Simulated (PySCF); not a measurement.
CH₄OZn, charge +1, doublet, geometry from GFN2-xTB (such geometries of metal compounds can be far from the true shape) (a state made from the parent by changing its charge; the spin is typed, not shown lowest). Base run: B3LYP/def2-SVP (PySCF).

The PySCF input:
```python
from pyscf import gto, scf, dft, solvent

mol = gto.M(
    atom='''
Zn   -0.067139    0.016418    0.228541
C    -0.090452    1.602715   -1.123459
H    -0.856680    2.304446   -0.795699
H    -0.328611    1.060012   -2.041526
H     0.927046    1.993728   -1.072832
O     0.323486   -1.660281    0.331605
H     0.227245   -2.184769    1.141737
''',
    basis='def2-svp',
    charge=1,
    spin=1,
    verbose=4,
)

mf = dft.UKS(mol)
mf.xc = 'b3lyp'
mf.kernel()
```

Each row names what was changed in the base input (with any setting that the change needs).

```tsv
change	ΔE vs base (kcal/mol)
base	0.000
model = IEF-PCM; solvent = 2-propanol; vdw_scale = 1.4	-65.4
model = SS(V)PE; solvent = 2-propanol	-79.2
model = IEF-PCM; solvent = acetonitrile	-85.3
model = IEF-PCM; solvent = 2-propanol	-82.7
model = COSMO; solvent = 2-propanol	-81.0
model = IEF-PCM; solvent = tetrahydrofuran	-74.1
model = IEF-PCM; solvent = methanol	-85.0
model = ddCOSMO; solvent = 2-propanol	-91.6
model = IEF-PCM; solvent = 2-propanol; lebedev_order = 41	-82.8
model = IEF-PCM; solvent = toluene	-47.09
model = IEF-PCM; solvent = 2-propanol; vdw_scale = 1.1	-97.6
```

The base is the gas phase, so ΔE is the electrostatic part of solvation at a fixed geometry, without cavity and dispersion terms.

Open shells are given as the SCF converged; they aren't shown to be the lowest states, and a large step between rows can be another state.
